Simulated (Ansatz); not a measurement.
Relaxation of GaH5S (7 atoms, charge 0, multiplicity 1), to a largest force component of 0.03 eV/Å in at most 50 steps.

Computed with RKS PBE-D4/def2-SVP (Ansatz 0.2.0).

```xyz
7
Properties=species:S:1:pos:R:3
Ga 0.056 0.275 -0.074
H -0.090 0.092 1.486
H 1.434 0.703 -0.704
H -1.244 0.084 -0.962
S 0.282 -2.996 1.031
H -1.032 -3.063 0.664
H 0.094 -1.760 1.643
```

Where does it end, and by what steps?

The run converged. The force dipped under the threshold on the way, but the program's further checks kept it going. After 16 steps the energy has fallen by 0.405 eV; H7 moved furthest, 0.87 Å. Joined: Ga1–S5 (3.46 → 2.64 Å).

```csv
step,energy less start (eV),largest force component (eV/Å),accepted
0,0.0000,0.555,yes
1,-0.0926,0.531,yes
2,-0.1681,0.841,yes
3,-0.2488,0.572,yes
4,-0.3197,0.403,yes
5,-0.3626,0.311,yes
6,-0.3800,0.097,yes
7,-0.3889,0.033,yes
8,-0.3812,0.664,no
9,-0.3935,0.026,yes
10,-0.3956,0.191,yes
11,-0.3893,0.451,no
12,-0.3991,0.079,yes
13,-0.4021,0.017,yes
14,-0.4029,0.220,yes
15,-0.4033,0.130,yes
16,-0.4050,0.005,yes
```

```xyz
7
Properties=species:S:1:pos:R:3
Ga -0.037 0.098 -0.013
H -0.541 0.545 1.424
H 1.498 0.261 -0.373
H -1.098 -0.058 -1.181
S 0.117 -2.489 0.486
H -1.129 -2.631 1.022
H 0.690 -2.390 1.719
```

The run took 30 s on 1 thread of Arm Neoverse V2, with other jobs on the host, peak memory 0.13 GiB.
